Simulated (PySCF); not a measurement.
Compound: 2-methylpyridine-N-oxide, C6H7NO.
Structure used (GFN2-xTB), in Å, numbered top down from 1:
```
atom  x, y, z in Å
C1    -2.1511   -0.1974   -0.2193
C2    -0.6708   -0.1288   -0.0779
C3     0.1674   -1.2210   -0.1460
C4     1.5391   -1.0789   -0.0047
C5     2.0423    0.1949    0.2071
C6     1.1811    1.2642    0.2691
N7    -0.1557    1.1179    0.1302
O8    -0.9185    2.1168    0.1921
H9    -2.6220    0.2098    0.6756
H10   -2.4845   -1.2172   -0.3819
H11   -2.4676    0.4342   -1.0496
H12   -0.2676   -2.1942   -0.3129
H13    2.1919   -1.9344   -0.0582
H14    3.1009    0.3628    0.3241
H15    1.5106    2.2792    0.4304
```

NICS = −σ at a ghost point: NICS(0) at the centroid of the ring atoms, NICS(1) 1 Å to either side along the normal of their mean plane, zz for the tensor component along that normal. Level: GIAO PBE0/pcSseg-1 (PySCF, non-relativistic, gas phase) on the GFN2-xTB geometry, one conformer.

Ring bond lengths (Å), with Mayer bond orders in brackets: C2–C3 1.378 (1.39), C3–C4 1.386 (1.42), C4–C5 1.386 (1.39), C5–C6 1.374 (1.44), C6–N7 1.352 (1.16), N7–C2 1.365 (1.08).

Task: What do the NICS probes read (ppm)?

Result: 
| ring | type | NICS(0) | NICS(1), two faces | NICS(1)zz, two faces | rms pucker (Å) | centre to ring atoms, mean (Å) |
| --- | --- | --- | --- | --- | --- | --- |
| C2–C3–C4–C5–C6–N7 | 6-membered ring with N; formal bonds all aromatic | -6.8 | -9.0 / -9.0 | -22.3 / -22.3 | 0.00 | 1.37 |

Task: What do they say, and how far can they be read as aromaticity?

Result: 
- C2–C3–C4–C5–C6–N7: mean NICS(1)zz -22.3 ppm, shielded. The ring is flat and has no four-coordinate atom; by the NICS criterion it is aromatic.

Task: How equal are the bonds by HOMA? Use HOMA with the parameters of Krygowski (1993).

Result: 
- C2–C3–C4–C5–C6–N7: HOMA 0.97; the largest term is that of N7–C2, α(R − Ropt)² = 0.09. The geometric and the magnetic index point the same way.

Task: Give the inner angles of the rings and the Hirshfeld charges of the ring atoms.

Result: 
- C2–C3–C4–C5–C6–N7: C2 120.1° (+0.057 e), C3 121.0° (-0.051 e), C4 118.0° (-0.056 e), C5 119.6° (-0.050 e), C6 122.1° (-0.002 e), N7 119.2° (+0.119 e); sum 720.0° against 720° for a flat convex ring.
